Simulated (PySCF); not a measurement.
## Fractional electron number in Mn⁺ (manganese, charge +1)

The 4s alpha orbital of [Ar] 3d5 4s1 is emptied in steps (occupation f), with all orbitals relaxed, ending at [Ar] 3d5. Computed with PySCF 2.14 in aug-cc-pVTZ-DK, with the spin-free X2C one-electron Hamiltonian (Gaussian nucleus). The exact energy is a straight line in f; departures are measured from the line between the end points of the same method.

| f | PBE0 (eV) | r2SCAN (eV) | LC-wPBE (eV) |
| --- | --- | --- | --- |
| 1 | 0.000 | 0.000 | 0.000 |
| 0.8 | -0.429 | -0.519 | -0.027 |
| 0.6 | -0.646 | -0.775 | -0.039 |
| 0.4 | -0.648 | -0.775 | -0.040 |
| 0.2 | -0.434 | -0.516 | -0.029 |
| 0 | 0.000 | 0.000 | 0.000 |

Q: For PBE0, how does the orbital energy at f = 1 compare with the removal energy?

A: −ε = 13.303 eV against a total-energy difference of 15.978 eV. By Janak's theorem ε = ∂E/∂f, so the gap between them reflects the curvature. Along the path −ε is 14.362 (f = 0.8), 15.429 (f = 0.6), 16.506 (f = 0.4), 17.599 (f = 0.2) eV.

| method | E(f=0) − E(f=1) (eV) | −ε at f=1 (eV) | −ε at f=0.4 (eV) |
| --- | --- | --- | --- |
| PBE0 | 15.978 | 13.303 | 16.506 |
| r2SCAN | 16.161 | 12.895 | 16.808 |
| LC-wPBE | 15.771 | 15.596 | 15.793 |

Reference removal energy between the ground levels: 15.640 eV (measured; NIST Atomic Spectra Database, ionization energies).
